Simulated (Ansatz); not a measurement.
Born–Oppenheimer molecular dynamics of C3H8O2Si (14 atoms, charge 0, multiplicity 1). It starts at the highest image of a converged band. Of that band: Beside the main top the profile has a ripple of under 15 meV (maxima at images 1, 5), which may be a very shallow well or noise. Neighbouring images differ by up to 2.1 eV, so the band resolves the path poorly. A vibrational analysis at the climbing image gives one clearly imaginary mode, 1253i cm⁻¹: a first-order saddle point.

Level of theory: RKS BLYP/def2-SVP in Ansatz 0.2.0.

* ensemble: NVE (velocity Verlet)
* time step: 0.5 fs
* steps asked: 200
* starting velocities drawn for: 300 K
* seed: 12228

Frames 0.5 fs apart, positions in Å.

Velocities at 75 fs (Å/ps):

```
C 2.69 -2.82 -0.32
C -6.60 6.02 1.98
O 4.47 2.52 -1.28
Si 2.73 -2.67 0.19
C -4.72 -3.88 9.79
O -1.96 0.15 1.45
H -8.85 -23.66 -7.26
H 13.40 13.61 -4.87
H 8.78 -6.49 -18.70
H -24.08 -19.40 -122.91
H 9.41 9.73 2.73
H 42.40 -59.67 26.16
H -18.11 56.23 -31.46
H -36.04 69.82 11.80
```

```xyz
14
Properties=species:S:1:pos:R:3 time_fs=75 energy_less_start_eV=-1.537 T=1292
C 0.107 -2.992 -0.301
C 0.471 -1.810 0.262
O 0.190 -0.585 -0.263
Si 0.199 1.016 0.361
C 0.288 2.427 -1.122
O -0.922 1.293 1.451
H -0.433 -3.020 -1.284
H 0.491 -3.897 0.091
H 1.166 -1.813 1.174
H 1.581 0.937 0.656
H 0.582 3.441 -0.690
H 0.731 2.170 -2.180
H -0.814 2.411 -1.411
H -0.473 1.459 2.348
14
Properties=species:S:1:pos:R:3 time_fs=75.5 energy_less_start_eV=-1.444 T=1233
C 0.108 -2.993 -0.302
C 0.468 -1.807 0.263
O 0.192 -0.584 -0.263
Si 0.201 1.015 0.361
C 0.285 2.425 -1.117
O -0.923 1.293 1.452
H -0.437 -3.032 -1.287
H 0.498 -3.892 0.089
H 1.169 -1.816 1.164
H 1.571 0.928 0.597
H 0.587 3.445 -0.689
H 0.753 2.140 -2.164
H -0.822 2.440 -1.426
H -0.493 1.493 2.352
14
Properties=species:S:1:pos:R:3 time_fs=76 energy_less_start_eV=-1.380 T=1192
C 0.109 -2.994 -0.302
C 0.465 -1.804 0.264
O 0.194 -0.583 -0.264
Si 0.203 1.014 0.361
C 0.282 2.423 -1.113
O -0.924 1.293 1.454
H -0.441 -3.043 -1.288
H 0.506 -3.890 0.090
H 1.171 -1.819 1.152
H 1.567 0.920 0.542
H 0.591 3.446 -0.690
H 0.774 2.111 -2.144
H -0.829 2.471 -1.441
H -0.515 1.527 2.353
14
Properties=species:S:1:pos:R:3 time_fs=76.5 energy_less_start_eV=-1.357 T=1177
C 0.110 -2.994 -0.303
C 0.462 -1.801 0.266
O 0.196 -0.581 -0.265
Si 0.204 1.012 0.360
C 0.279 2.420 -1.108
O -0.925 1.294 1.456
H -0.444 -3.055 -1.287
H 0.516 -3.891 0.091
H 1.171 -1.821 1.140
H 1.568 0.913 0.491
H 0.594 3.445 -0.692
H 0.794 2.084 -2.119
H -0.833 2.503 -1.455
H -0.539 1.560 2.352
14
Properties=species:S:1:pos:R:3 time_fs=77 energy_less_start_eV=-1.378 T=1190
C 0.111 -2.994 -0.304
C 0.459 -1.799 0.267
O 0.197 -0.580 -0.266
Si 0.206 1.011 0.358
C 0.275 2.417 -1.103
O -0.927 1.294 1.458
H -0.446 -3.066 -1.283
H 0.526 -3.896 0.095
H 1.170 -1.823 1.127
H 1.577 0.906 0.446
H 0.598 3.440 -0.695
H 0.814 2.058 -2.089
H -0.834 2.535 -1.468
H -0.565 1.592 2.347
14
Properties=species:S:1:pos:R:3 time_fs=77.5 energy_less_start_eV=-1.430 T=1223
C 0.112 -2.994 -0.305
C 0.457 -1.796 0.268
O 0.199 -0.579 -0.267
Si 0.208 1.010 0.357
C 0.271 2.414 -1.099
O -0.928 1.295 1.461
H -0.448 -3.076 -1.278
H 0.537 -3.902 0.100
H 1.169 -1.825 1.115
H 1.593 0.901 0.405
H 0.601 3.433 -0.699
H 0.833 2.034 -2.054
H -0.832 2.569 -1.480
H -0.593 1.623 2.341
14
Properties=species:S:1:pos:R:3 time_fs=78 energy_less_start_eV=-1.496 T=1265
C 0.113 -2.993 -0.307
C 0.454 -1.794 0.268
O 0.200 -0.577 -0.268
Si 0.210 1.008 0.354
C 0.266 2.411 -1.095
O -0.930 1.296 1.465
H -0.449 -3.086 -1.270
H 0.549 -3.910 0.105
H 1.167 -1.826 1.103
H 1.615 0.897 0.368
H 0.604 3.424 -0.705
H 0.851 2.011 -2.016
H -0.826 2.602 -1.491
H -0.622 1.653 2.332
14
Properties=species:S:1:pos:R:3 time_fs=78.5 energy_less_start_eV=-1.557 T=1303
C 0.114 -2.992 -0.308
C 0.451 -1.792 0.269
O 0.200 -0.576 -0.269
Si 0.213 1.007 0.352
C 0.261 2.408 -1.091
O -0.932 1.297 1.468
H -0.450 -3.095 -1.262
H 0.560 -3.918 0.111
H 1.165 -1.827 1.093
H 1.642 0.894 0.336
H 0.608 3.412 -0.711
H 0.868 1.990 -1.974
H -0.817 2.635 -1.501
H -0.652 1.682 2.323
14
Properties=species:S:1:pos:R:3 time_fs=79 energy_less_start_eV=-1.597 T=1329
C 0.115 -2.991 -0.309
C 0.449 -1.791 0.269
O 0.201 -0.575 -0.270
Si 0.215 1.006 0.349
C 0.256 2.404 -1.087
O -0.933 1.298 1.472
H -0.451 -3.104 -1.252
H 0.570 -3.925 0.117
H 1.163 -1.827 1.084
H 1.674 0.893 0.309
H 0.612 3.398 -0.718
H 0.884 1.970 -1.930
H -0.804 2.667 -1.510
H -0.683 1.712 2.313
14
Properties=species:S:1:pos:R:3 time_fs=79.5 energy_less_start_eV=-1.612 T=1339
C 0.116 -2.990 -0.311
C 0.446 -1.790 0.269
O 0.201 -0.574 -0.271
Si 0.217 1.005 0.346
C 0.250 2.400 -1.083
O -0.935 1.299 1.476
H -0.452 -3.112 -1.241
H 0.580 -3.931 0.123
H 1.162 -1.827 1.077
H 1.708 0.893 0.285
H 0.617 3.384 -0.724
H 0.899 1.952 -1.884
H -0.788 2.698 -1.518
H -0.714 1.741 2.304
14
Properties=species:S:1:pos:R:3 time_fs=80 energy_less_start_eV=-1.602 T=1333
C 0.117 -2.989 -0.312
C 0.443 -1.788 0.269
O 0.201 -0.572 -0.272
Si 0.220 1.004 0.343
C 0.243 2.397 -1.079
O -0.937 1.300 1.480
H -0.453 -3.120 -1.231
H 0.588 -3.935 0.128
H 1.162 -1.825 1.073
H 1.743 0.895 0.266
H 0.623 3.368 -0.730
H 0.914 1.935 -1.838
H -0.769 2.727 -1.525
H -0.744 1.771 2.296
14
Properties=species:S:1:pos:R:3 time_fs=80.5 energy_less_start_eV=-1.571 T=1313
C 0.118 -2.988 -0.313
C 0.441 -1.788 0.268
O 0.201 -0.571 -0.274
Si 0.223 1.003 0.339
C 0.236 2.392 -1.075
O -0.939 1.301 1.484
H -0.455 -3.128 -1.221
H 0.595 -3.936 0.133
H 1.163 -1.824 1.072
H 1.779 0.898 0.251
H 0.631 3.353 -0.734
H 0.928 1.919 -1.792
H -0.748 2.755 -1.532
H -0.775 1.802 2.290
```

Of the whole run (100 fs, mean temperature of the second half 1120 K): The conserved energy stayed within 0.34 meV per atom of its start (net change 0.099 meV per atom), so the integration is sound. The kinetic energy rose, since the run started high on the potential surface and went downhill. A run of 0.1 ps of so small a system gives no equilibrium averages. The orbitals stay closed-shell, which can raise the energy where a bond breaks towards radicals; this wasn't checked here.

Run time: 6.2 min on 2 threads of Intel(R) Xeon(R) Platinum 8488C (Sapphire Rapids), on a shared host, peak memory 0.18 GiB.
